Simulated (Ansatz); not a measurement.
Molecule: S2O2, charge 0, multiplicity 1. 
Coordinates optimised at B3LYP-D3(BJ)/def2-TZVP (Ansatz, a program for electronic structure):
```xyz
4

O     -1.6167     0.8970     0.0336
S     -1.0074    -0.4429     0.0174
S      1.0047    -0.4491    -0.0205
O      1.6223     0.8870    -0.0275
```
Charge 0, spin multiplicity 1.

Basis-set convergence of Hartree-Fock and CCSD correlation energies (hartree) with Ansatz. Correlated levels leave the core frozen unless marked. Spin-orbit coupling is left out. No relativistic terms.

The Hartree-Fock reference is unstable (checked in the largest basis), which strains HF and MP2. 

```json
[
 {"basis": "cc-pV(D+d)Z", "functions": "74", "E(HF)": "-944.64809", "E(corr, CCSD)": "-0.68112"},
 {"basis": "cc-pV(T+d)Z", "functions": "138", "E(HF)": "(withheld)", "E(corr, CCSD)": "(withheld)"}
]
```

### Question
What belongs in the gaps?

### Answer

- cc-pV(T+d)Z, E(HF): -944.76726
- cc-pV(T+d)Z, E(corr, CCSD): -0.85138
